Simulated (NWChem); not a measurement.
System: CH2FNOSi; SMILES N#CO[SiH2]F

Input file for NWChem:

```
start job
memory heap 200 mb stack 900 mb global 1100 mb
geometry units angstroms noautosym nocenter noautoz
  N      0.442543    -2.570158    -0.413102
  C      0.032518    -1.586437     0.058032
  O     -0.445971    -0.519839     0.616080
  Si    -0.435930     1.023837    -0.093695
  F      1.011273     1.672935     0.111822
  H     -1.438685     1.767053     0.684119
  H     -0.709197     0.865966    -1.533837
end
basis spherical
  N library def2-svp
  C library def2-svp
  O library def2-svp
  Si library def2-svp
  F library def2-svp
  H library def2-svp
end
dft
  xc b3lyp
  iterations 150
end
property
  response 1 0.0773
end
task dft property
```

Geometry: optimised at B3LYP/6-31G* (spherical d). B3LYP is NWChem's, with the RPA form of VWN correlation.

Field at 589 nm.

Question: What results follow from this input? (B3LYP/def2-SVP.) Quantities: isotropic polarisability (bohr³); anisotropy (bohr³).

Answer: 
```
Item                              Result
--------------------------------  ------
isotropic polarisability (bohr³)    36.2
anisotropy (bohr³)                  23.6
```
